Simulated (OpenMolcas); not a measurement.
# F II: the spin-orbit constant, Slater's ratio, worked from levels

```json
{
  "Program": "OpenMolcas",
  "Basis": "ANO-RCC-VTZP [4s3p2d1f]",
  "Scalar Hamiltonian": "DKH2, point nucleus",
  "Active space": "6 electrons in 9 orbitals (RAS2 2s 2p; RAS3 3d, at most 2 electrons)",
  "State averaging": "2S+1 = 3 even, 3 roots; 2S+1 = 1 even, 6 roots; 2S+1 = 3 odd, 3 roots; 2S+1 = 1 odd, 3 roots",
  "Spin-orbit coupling": "state interaction with AMFI integrals over the reference wave functions, term energies averaged over their components"
}
```

Methods: RASSCF; SS-RASPT2, IPEA 0.25 Eh, imaginary shift 0.1 Eh (closed shells correlated: 1s). Measured levels: NIST Handbook of Basic Atomic Spectroscopic Data.

**The spin-orbit constant.** For the Hund term 3P of p4, E(J) = (A/2) J(J+1) + constant and ζ = -2S·A = -2A. From J = 0 to J = 2 the energy changes by 3 A.

```csv
Source,E(2) - E(0),A,ζ
RASSCF,-477.0,-159.0,318
SS-RASPT2,-476.9,-159.0,318
measured,-489.7,-163.2,326
```

All in cm-1. SS-RASPT2 is off by -2.6 % and RASSCF by -2.6 %. Both methods take the spin-orbit matrix elements from the reference wave functions, so the second can move ζ only through the term energies and any multistate remixing. Second-order mixing with other terms is absorbed into this ζ.

**Slater's ratio.** With one set of orbitals, p4 has 1D - 3P = 6 F2 and 1S - 1D = 9 F2 (F2 = F²/25), a ratio of 3/2. Term energies are centres of gravity, weighted by 2J + 1.

```csv
Source,1D - 3P,1S - 3P,F2 from the first,Ratio
RASSCF,21976,46807,3663,1.130
SS-RASPT2,20965,45119,3494,1.152
measured,20705,44750,3451,1.161
```

Energies in cm-1. A ratio away from 3/2 shows effects beyond one configuration with one set of orbitals, and in heavier atoms second-order spin-orbit shifts.

CASPT2 breaks the degeneracy within a term, and the mean is taken; among the terms shown or strongly mixed into the levels shown the widest spread is 15 cm-1 (2s2 2p4 1D, SS-RASPT2). Active for correlation alone: 3d; no level in the range computed is led by a configuration that fills it, so any true level of that kind is missing. Without dynamic correlation excited terms often stand tens of per cent too high (terms of higher spin than the ground term too low), and those without a measured partner can miss by more than the paired ones (holds for RASSCF). Measured partners are found by configuration, term and J. A level has none where our copy of the source lacks it or the pairing is in doubt (some pairs that miss far off the trend of their configuration count as doubtful), and it then counts in no deviation. Only configurations of the active space appear.
